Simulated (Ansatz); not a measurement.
Ge2Sb⁺. Charge 1, multiplicity 3. Geometry PBE0-D4/def2-TZVP, that of the neutral doublet; atoms count from 1.

```xyz
3

Sb    1.3646   -0.4952   -0.1783
Ge   -1.0198   -0.2833   -1.0372
Ge   -0.3449    0.7784    1.2155
```

In the def2 sets Sb takes a core potential; there is no spin–orbit coupling. The structure comes from a short search, and lower isomers may exist.

Estimate the Mulliken populations from the PBE0/def2-TZVP orbitals of Ansatz.


```csv
atom,charge (e),spin (α − β)
Sb1,0.31,0.61
Ge2,0.34,0.70
Ge3,0.34,0.70
```
Mulliken values depend strongly on the basis.

Where does the spin sit?

Summed by element: Sb 0.61, Ge 1.39, of 2 unpaired in all. Largest on single atoms: Ge2 0.70, Ge3 0.70, Sb1 0.61.

And the Mayer bond orders between heavy atoms (over 0.3)?

Sb1–Ge2 1.29 (2.54 Å); Sb1–Ge3 1.29 (2.55 Å); Ge2–Ge3 0.96 (2.58 Å).
